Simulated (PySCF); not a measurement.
LDA on As (arsenic, neutral), [Ar] 3d10 4s1 4p3 4d1, high-spin 6D determinant (an excited configuration). Calculation: PySCF 2.14, in x2c-TZVPPall with one added diffuse shell each of s, p, d type (7s6p5d1f, 57 functions); the spin-free X2C one-electron Hamiltonian (Gaussian nucleus).

```
cycle= 1 E= -2256.6803916662  delta_E= -0.0117  |g|= 0.23  |ddm|= 0.208
cycle= 2 E= -2256.67884539776  delta_E= 0.00155  |g|= 0.251  |ddm|= 0.15
cycle= 3 E= -2256.68587912419  delta_E= -0.00703  |g|= 0.00566  |ddm|= 0.0889
cycle= 4 E= -2256.6858904368  delta_E= -1.13e-05  |g|= 0.000201  |ddm|= 0.00883
cycle= 5 E= -2256.68589047307  delta_E= -3.63e-08  |g|= 6.77e-06  |ddm|= 0.000554
cycle= 6 E= -2256.68589047308  delta_E= -5e-12  |g|= 3.95e-07  |ddm|= 3.21e-06
converged SCF energy = -2256.68589047308  <S^2> = 8.7509999  2S+1 = 6.0003333
```

Highest occupied orbital energy: 0.275 eV; ⟨L²⟩ = 6.00; populations by l: s 7.00, p 15.00, d 11.00, f 0.00.

(1) Can this result be used?

Answers

(1) Not for this state. The calculation finished and met its thresholds. The outer electron is Rydberg-like, and this basis confines it to a smaller radius and binds it less than a complete one would. At LDA the highest occupied level has a positive energy, so only the finite basis holds that electron; for this excited configuration the basis is too tight for the outer shell.
